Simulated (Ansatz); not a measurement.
System: sum formula H2Si2OCl4, charge 0, multiplicity 1. 
Coordinates optimised at B3LYP-D3(BJ)/def2-TZVP (Ansatz, a quantum-chemistry and plane-wave program):
```
O
Si 1 1.6248
Si 1 1.6248 2 145.80
H 3 1.4615 1 108.98 2 -158.43
H 2 1.4615 1 108.98 3 -158.43
Cl 2 2.0423 5 109.58 1 119.64
Cl 3 2.0423 4 109.58 1 119.64
Cl 2 2.0434 5 109.86 1 -120.20
Cl 3 2.0434 4 109.86 1 -120.20
```
Charge 0, spin multiplicity 1.

Computed values are from Ansatz. Valence correlation only, unless marked. UHF or UKS for open shells. Spin-orbit coupling is left out. No relativistic terms. Basis-set limits of correlation are two-point, X^-3; Hartree-Fock from the larger set.

```json
{
  "atomisation energy De": "778.1 kcal/mol at CCSD(T)/CBS(cc-pV(T+d)Z,cc-pV(Q+d)Z)",
  "total_energy": "-2493.9514 Eh at CCSD(T)/CBS(cc-pV(T+d)Z,cc-pV(Q+d)Z)",
  "dipole_moment": "1.44 D at CCSD(T)/aug-cc-pV(D+d)Z",
  "T1 diagnostic": "0.010 at CCSD/cc-pV(Q+d)Z"
}
```
